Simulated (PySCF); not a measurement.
## Worked example: oscillator strength and radiative lifetime

CH6O2Si2, SMILES O=C([SiH2]O)[SiH3].

Geometry optimised at B3LYP-D3(BJ)/def2-SVP. The geometry has at least one imaginary mode, so it is a saddle point at that level. This is a generated structure with no PubChem entry under its InChIKey; it may be hypothetical. Other conformers were not sampled.

TDDFT-PBE/def2-SVPD (PySCF) puts the first singlet state with f over 0.02 at 5.07 eV (vertical), with the transition dipole (0.003, -0.465, 0.000) in atomic units.

Problem. Find the oscillator strength, the wavelength and the radiative lifetime that this transition would have in vacuum if emission retraced absorption.

Solution. 
|μ|² = 0.2162 au, so |μ| = 1.18 D. ΔE = 5.07/27.211 = 0.1863 hartree. f = (2/3) ΔE |μ|² = 0.027 (the program prints 0.027).
λ = 1239.84/5.07 = 245 nm; ν = 40892 cm⁻¹.
Einstein's coefficient A = 0.6670 ν² f s⁻¹ (ν in cm⁻¹) = 3.0e7 s⁻¹, so τ = 1/A = 33 ns. This state is S4; the lower singlets have f = 0.000, 0.009, 0.007. The figure is the radiative limit of this one transition; relaxation, internal conversion, crossing to triplets and a medium change what is measured.
